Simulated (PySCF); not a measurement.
C₈H₁₃NSi.
Bonds: C1–Si2, Si2–C3, Si2–C4, Si2–C5, C5–C6 (aromatic), C6–C7 (aromatic), C7–C8 (aromatic), C8–N9 (aromatic), N9–C10 (aromatic), C5–C10 (aromatic). Hydrogens: H11, H12, H13 on C1; H14, H15, H16 on C3; H17, H18, H19 on C4; H20 on C6; H21 on C7; H22 on C8; H23 on C10.

The same species was optimised twice, with GFN2-xTB and with PBE0-D3(BJ)/def2-SVP (PySCF), and the same property calculations (PySCF, gas phase) were run on both structures.

| coordinate | GFN2-xTB | PBE0-D3(BJ)/def2-SVP | change |
| --- | --- | --- | --- |
| Si2–C4 (Å) | 1.908 | 1.881 | -0.027 |
| Si2–C3 (Å) | 1.908 | 1.881 | -0.027 |
| C1–Si2 (Å) | 1.906 | 1.881 | -0.025 |
| C5–C10 (Å) | 1.394 | 1.405 | +0.011 |
| N9–C10 (Å) | 1.320 | 1.329 | +0.009 |
| Si2–C5 (Å) | 1.900 | 1.891 | -0.009 |
| C5–C6 (Å) | 1.392 | 1.401 | +0.009 |
| C8–N9 (Å) | 1.323 | 1.331 | +0.008 |
| C7–C8 (Å) | 1.386 | 1.394 | +0.008 |
| C6–C7 (Å) | 1.385 | 1.393 | +0.008 |
| C1–Si2–C5 (°) | 109.9 | 109.2 | -0.7 |
| C8–N9–C10 (°) | 118.1 | 117.6 | -0.5 |
| C3–Si2–C4 (°) | 110.2 | 109.8 | -0.4 |
| C1–Si2–C3 (°) | 109.8 | 110.2 | +0.4 |
| C1–Si2–C4 (°) | 109.8 | 110.2 | +0.4 |
| C5–C6–C7 (°) | 120.1 | 119.8 | -0.3 |
| C4–Si2–C5 (°) | 108.5 | 108.8 | +0.3 |
| C7–C8–N9 (°) | 123.0 | 123.2 | +0.2 |
| C1–Si2–C5–C6 (°) | 0 | 3 | +3 |

Rotational constants: A = 2028, B = 724.2, C = 646.9 MHz (GFN2-xTB) against A = 2049, B = 728.3, C = 648.1 MHz (PBE0-D3(BJ)/def2-SVP).

On the GFN2-xTB structure: HOMO (eV) -7.17 [PBE0/pcSseg-1]; LUMO (eV) -0.74 [PBE0/pcSseg-1]; dipole (D) 2.37 [PBE0/pcSseg-1]; GIAO shielding of C1/C3/C4 (mean) (ppm) 187.6 [PBE0/pcSseg-1]; GIAO shielding of Si2 (ppm) 353.5 [PBE0/pcSseg-1]; GIAO shielding of C5 (ppm) 47.4 [PBE0/pcSseg-1]; GIAO shielding of C6 (ppm) 40.9 [PBE0/pcSseg-1]; GIAO shielding of C7 (ppm) 59.3 [PBE0/pcSseg-1]; GIAO shielding of C8 (ppm) 31.2 [PBE0/pcSseg-1]; GIAO shielding of N9 (ppm) -89.2 [PBE0/pcSseg-1]; GIAO shielding of C10 (ppm) 26.4 [PBE0/pcSseg-1].

Problem. What do these properties become on the PBE0-D3(BJ)/def2-SVP structure?

Solution. 
| property | level | on GFN2-xTB | on PBE0-D3(BJ)/def2-SVP | change |
| --- | --- | --- | --- | --- |
| HOMO (eV) | PBE0/pcSseg-1 | -7.17 | -7.21 | -0.04 |
| LUMO (eV) | PBE0/pcSseg-1 | -0.74 | -0.79 | -0.05 |
| dipole (D) | PBE0/pcSseg-1 | 2.37 | 2.41 | +0.04 |
| energy, GFN2-xTB geometry as zero (kcal/mol) | PBE0/pcSseg-1 | 0.0 | -1.1 | -1.1 |
| GIAO shielding of C1/C3/C4 (mean) (ppm) | PBE0/pcSseg-1 | 187.6 | 185.4 | -2.2 |
| GIAO shielding of Si2 (ppm) | PBE0/pcSseg-1 | 353.5 | 356.1 | +2.6 |
| GIAO shielding of C5 (ppm) | PBE0/pcSseg-1 | 47.4 | 45.3 | -2.1 |
| GIAO shielding of C6 (ppm) | PBE0/pcSseg-1 | 40.9 | 38.5 | -2.4 |
| GIAO shielding of C7 (ppm) | PBE0/pcSseg-1 | 59.3 | 56.6 | -2.7 |
| GIAO shielding of C8 (ppm) | PBE0/pcSseg-1 | 31.2 | 28.6 | -2.6 |
| GIAO shielding of N9 (ppm) | PBE0/pcSseg-1 | -89.2 | -93.6 | -4.4 |
| GIAO shielding of C10 (ppm) | PBE0/pcSseg-1 | 26.4 | 23.3 | -3.1 |

The heavy atoms differ by 0.032 Å rms after alignment. Among bonds between heavy atoms Si2–C3 and Si2–C4 change most and about equally (-0.027 Å). Changes are differences of the printed values. Neither structure is proved a minimum here.

The values belong to the conformer `[CH3:1][Si:2]([CH3:3])([CH3:4])[c:5]1[cH:6][cH:7][cH:8][n:9][cH:10]1`: C1–Si2–C5–C6 3°.
